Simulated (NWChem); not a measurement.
System: SrF2; SMILES [F][Sr][F]

Input file for NWChem:

```
start job
memory heap 200 mb stack 900 mb global 1100 mb
geometry units angstroms noautoz
  Sr     0.000000     0.000000     0.147901
  F      1.921542     0.000000    -0.754771
  F     -1.921542     0.000000    -0.754771
end
basis spherical
  * library def2-tzvpp
end
ecp
  Sr library def2-ecp
end
dft
  xc xpbe96 cpbe96
  iterations 150
  vectors input atomic output neutral.movecs
end
task dft energy
charge 1
dft
  odft
  mult 2
  vectors input atomic output cation.movecs
end
task dft energy
```

Excerpt of the output:

```
             Northwest Computational Chemistry Package (NWChem) 7.3.0
             --------------------------------------------------------

 C2V symmetry detected

                             Geometry "geometry" -> ""
                             -------------------------

 Output coordinates in angstroms (scale by  1.889725989 to convert to a.u.)

  No.       Tag          Charge          X              Y              Z
 ---- ---------------- ---------- -------------- -------------- --------------
    1 Sr                  38.0000     0.00000000     0.00000000     0.29014457
    2 F                    9.0000     1.92154200     0.00000000    -0.61252743
    3 F                    9.0000    -1.92154200     0.00000000    -0.61252743

 Effective nuclear repulsion energy (a.u.)     181.6464417724

      Symmetry information
      --------------------

 Group name             C2v
 Group number             16
 Group order               4
 No. of unique centers     2

 Summary of "ao basis" -> "ao basis" (spherical)
 ------------------------------------------------------------------------------
       Tag                 Description            Shells   Functions and Types
 ---------------- ------------------------------  ------  ---------------------
 Sr                        def2-tzvpp               14       40   6s4p3d1f
 F                         def2-tzvpp               11       31   5s3p2d1f

      Symmetry analysis of basis
      --------------------------

        a1         39
        a2         14
        b1         30
        b2         19

            General Information
            -------------------
          SCF calculation type: DFT
          Wavefunction type:  closed shell.
          No. of atoms     :     3
          No. of electrons :    28
           Alpha electrons :    14
            Beta electrons :    14
          Charge           :     0
          Spin multiplicity:     1
          Use of symmetry is: on ; symmetry adaption is: on
          Maximum number of iterations: 150
          AO basis - number of functions:   102
                     number of shells:    36
          Convergence on energy requested:  1.00D-06
          Convergence on density requested:  1.00D-05
          Convergence on gradient requested:  5.00D-04

              XC Information
              --------------
          PerdewBurkeErnzerhof Exchange Functional  1.000
            Perdew 1991 LDA Correlation Functional  1.000 local
           PerdewBurkeErnz. Correlation Functional  1.000 non-local

             Grid Information
             ----------------
          Grid used for XC integration:  medium
          Radial quadrature: Mura-Knowles
          Angular quadrature: Lebedev.
          Tag              B.-S. Rad. Rad. Pts. Rad. Cut. Ang. Pts.
          ---              ---------- --------- --------- ---------
          Sr                  2.00      123          11.0       590
          F                   0.50       49          10.0       434
          Grid pruning is: on
          Number of quadrature shells:   172
          Spatial weights used:  Erf1

      Superposition of Atomic Density Guess
      -------------------------------------

 Sum of atomic energies:        -233.70073690

      Non-variational initial energy
      ------------------------------

 Total energy =    -228.858828
 1-e energy   =    -439.063409
 2-e energy   =     154.184609
 HOMO         =      -0.628606
 LUMO         =      -0.137091

      Symmetry analysis of molecular orbitals - initial
      -------------------------------------------------

  Numbering of irreducible representations:

     1 a1          2 a2          3 b1          4 b2

  Orbital symmetries:

     1 a1          2 b1          3 a1          4 b1          5 a1
     6 b1          7 a1          8 b2          9 a1         10 a2
    11 b1         12 b2         13 a1         14 b1         15 a1
    16 b2         17 a1         18 b1         19 b2         20 a1
    21 a2         22 a1         23 b1         24 a1

   convergence    iter        energy       DeltaE   RMS-Dens  Diis-err
 ---------------- ----- ----------------- --------- --------- ---------
 d= 0,ls=0.0,diis     1   -230.2338885714 -2.86D+02  3.37D-02  1.85D+00
 d= 0,ls=0.0,diis     2   -222.7452980978  7.49D+00  3.01D-02  6.81D+01
 d= 0,ls=0.0,diis     3   -230.4264624816 -7.68D+00  1.53D-03  3.65D-01
 d= 0,ls=0.0,diis     4   -230.4484762402 -2.20D-02  9.59D-04  2.18D-02
 d= 0,ls=0.0,diis     5   -230.4511152157 -2.64D-03  2.42D-04  1.13D-03
  Resetting Diis
 d= 0,ls=0.0,diis     6   -230.4512390180 -1.24D-04  4.45D-05  7.98D-05
 d= 0,ls=0.0,diis     7   -230.4512470997 -8.08D-06  2.40D-05  4.19D-06
 d= 0,ls=0.0,diis     8   -230.4512468372  2.62D-07  1.29D-05  8.11D-06
 d= 0,ls=0.0,diis     9   -230.4512474537 -6.16D-07  4.32D-06  1.35D-06

         Total DFT energy =     -230.451247453685
      One electron energy =     -443.948480079098
           Coulomb energy =      182.720979810896
    Exchange-Corr. energy =      -25.243718735305
 Nuclear repulsion energy =       56.019971549822

 Numeric. integr. density =       28.000000985958

                  Occupations of the irreducible representations
                  ----------------------------------------------

                     irrep           alpha         beta
                     --------     --------     --------
                     a1                6.0          6.0
                     a2                1.0          1.0
                     b1                5.0          5.0
                     b2                2.0          2.0

                       DFT Final Molecular Orbital Analysis
                       ------------------------------------

[...]
```

Level: PBE/def2-TZVPP with def2 effective core potentials on Sr, vertical spin-unrestricted ions. Structure relaxed at the PBE0/def2-SVP level. def2 effective core potentials on Sr; no spin-orbit coupling.
